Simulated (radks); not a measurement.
Values are calculated unless marked as measured or tabulated.
The oxygen anion O-, [He] 2s2 2p5, held by a Watson sphere: a shell of charge +0.75 at radius R that stands for the Madelung well of a crystal (potential energy -0.75/R inside, -0.75/r outside, in hartree with lengths in bohr). Level of theory: scalar-relativistic Kohn-Sham, r2SCAN, spin-polarised, spherical densities, finite nucleus; open shells are filled with parallel spins first; meta-GGA in the generalised Kohn-Sham scheme; Fermi nuclear charge, rms radius of each element as measured or else 0.836 A^(1/3) + 0.57 fm (a radial shooting solver on a logarithmic mesh with Libxc functionals).

R (bohr)  e(2s down) (eV)  e(2p up) (eV)  e(2p down) (eV)  <r> 2p (bohr)  sum of <r^2> (bohr^2)  X-ray form factor at sin(theta)/lambda = 0.1 1/angstrom
1.66              -20.884         -6.936           -5.170          1.416                  16.00                                                    7.961
2.12              -19.905         -6.141           -4.401          1.476                  17.14                                                    7.903
2.21              -19.732         -5.993           -4.255          1.486                  17.34                                                    7.893
2.58              -19.088         -5.426           -3.689          1.526                  18.09                                                    7.860
3.16              -18.263         -4.671           -2.922          1.580                  19.07                                                    7.820
3.41              -17.965         -4.393           -2.636          1.601                  19.44                                                    7.808
3.45              -17.920         -4.351           -2.593          1.604                  19.50                                                    7.806
3.62              -17.737         -4.180           -2.415          1.617                  19.73                                                    7.798
